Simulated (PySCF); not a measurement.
A PySCF script (with the pyscf-properties extension) for the NMR shieldings of `C=C[C@@H](Cl)[Si@@H](O)CCC`, C$_{6}$H$_{13}$ClOSi, on a GFN2-xTB geometry:

```python
import basis_set_exchange as bse
import numpy as np
from pyscf import gto, dft
from pyscf.prop import nmr

atoms = """
C     3.395231    0.543032    1.529296
C     2.464214   -0.172985    0.923309
C     2.147555   -0.066915   -0.515425
Cl    2.116503   -1.717441   -1.247861
Si    0.430000    0.726920   -0.892379
O     0.187513    0.700684   -2.497614
C    -0.903073   -0.212695    0.081239
C    -2.315982    0.280593   -0.227815
C    -3.372141   -0.514104    0.531698
H     4.011788    1.241530    0.988138
H     3.571180    0.467877    2.588083
H     1.858002   -0.872785    1.481741
H     2.937583    0.467326   -1.043091
H     0.498330    2.155035   -0.604673
H     0.347245   -0.087864   -3.013459
H    -0.851077   -1.281469   -0.142738
H    -0.729643   -0.114758    1.153925
H    -2.393733    1.336272    0.037697
H    -2.501193    0.202036   -1.300342
H    -3.211970   -0.432251    1.604966
H    -4.369118   -0.142903    0.305039
H    -3.327625   -1.566775    0.259418
"""
names = dict.fromkeys(["C", "Cl", "Si", "O", "H"], "pcSseg-1")
basis = {el: gto.basis.parse(bse.get_basis(n, elements=[el], fmt="nwchem")) for el, n in names.items()}
mol = gto.M(atom=atoms, basis=basis, charge=0, verbose=0)
mf = dft.RKS(mol, xc="PBE0")
mf.grids.level = 2
mf.grids.alignment = dft.numint.BLKSIZE   # the property module wants whole blocks of grid points
mf.conv_tol = 1e-9
mf.kernel()

calc = nmr.RKS(mf)   # GIAO
C = mf.mo_coeff
Co = C[:, mf.mo_occ > 0]
resp = mf.gen_response(singlet=True, hermi=2)
def vind(x):   # induced exchange potential for any number of trial vectors
    d = np.einsum("pi,xij,qj->xpq", C, 2 * x.reshape(-1, C.shape[1], Co.shape[1]), Co, optimize=True)
    return np.einsum("xpq,pi,qj->xij", resp(d - d.transpose(0, 2, 1)), C, Co, optimize=True).ravel()
mo1, _ = nmr.rhf.solve_mo1(calc, with_cphf=vind)
sigma = calc.kernel(mo1)
for i, s in enumerate(sigma):   # ppm
    w = np.linalg.eigvalsh((s + s.T) / 2)
    print("%2d %-2s iso %8.1f  s11 %8.1f  s22 %8.1f  s33 %8.1f" % (i, mol.atom_pure_symbol(i), w.mean(), *w))
```

Q: What does it print?

A: 
```
 0 C  iso     65.2  s11    -45.0  s22     80.1  s33    160.5
 1 C  iso     42.1  s11    -77.8  s22     55.3  s33    148.7
 2 C  iso    128.0  s11    108.8  s22    129.2  s33    146.1
 3 Cl iso    849.8  s11    674.8  s22    798.4  s33   1076.2
 4 Si iso    358.6  s11    320.7  s22    365.3  s33    389.7
 5 O  iso    312.3  s11    289.7  s22    309.4  s33    337.9
 6 C  iso    168.8  s11    155.0  s22    169.0  s33    182.4
 7 C  iso    166.8  s11    160.3  s22    167.7  s33    172.5
 8 C  iso    166.0  s11    151.8  s22    158.3  s33    187.8
 9 H  iso     26.3  s11     22.4  s22     25.3  s33     31.1
10 H  iso     26.4  s11     23.1  s22     25.3  s33     30.8
11 H  iso     25.8  s11     22.4  s22     25.0  s33     30.1
12 H  iso     27.8  s11     23.8  s22     26.3  s33     33.2
13 H  iso     27.1  s11     24.4  s22     24.6  s33     32.1
14 H  iso     29.8  s11     21.0  s22     26.4  s33     42.0
15 H  iso     30.7  s11     25.6  s22     31.6  s33     35.1
16 H  iso     31.4  s11     25.8  s22     32.3  s33     36.2
17 H  iso     30.4  s11     24.8  s22     30.3  s33     36.2
18 H  iso     30.2  s11     24.0  s22     31.3  s33     35.2
19 H  iso     30.8  s11     26.7  s22     29.1  s33     36.6
20 H  iso     30.3  s11     25.4  s22     27.3  s33     38.2
21 H  iso     30.8  s11     26.7  s22     29.3  s33     36.3
```

These numbers come from an equivalent density-fitted implementation of the same equations, which agrees with the script to about 0.01 ppm for H and up to a few tenths of a ppm for heavy atoms, so last digits may differ.

Q: Turn these shieldings into chemical shifts. Scale: ¹³C (σ = 186.93 ppm) and ²⁹Si (σ = 349.16 ppm) and ¹H (σ = 31.72 ppm) vs TMS; ³⁵Cl (σ = 949.78 ppm) against HCl; H2O for ¹⁷O (σ = 336.08 ppm) (reference shieldings calculated alike).

A: Averaging equivalent atoms: C 1: 144.9; C 0: 121.7; C 2: 58.9; C 8: 20.9; C 7: 20.1; C 6: 18.1; Cl 3: 100; Si 4: -9.4; O 5: 23.8; H 11: 5.91; H 9: 5.45; H 10: 5.32; H 13: 4.66; H 12: 3.92; H 14: 1.93; H 18: 1.54; H 17: 1.30; H 19/20/21: 1.10; H 15: 0.99; H 16: 0.29 ppm. Experimental scales use liquid or dissolved standards, which lie at an offset from isolated H2O (liquid H2O: subtract about 36 ppm).

Size and cost of the density-fitted run: 232 basis functions, 92 s wall time on 1 thread of an Intel Xeon, shared host; peak memory 0.97 GiB.
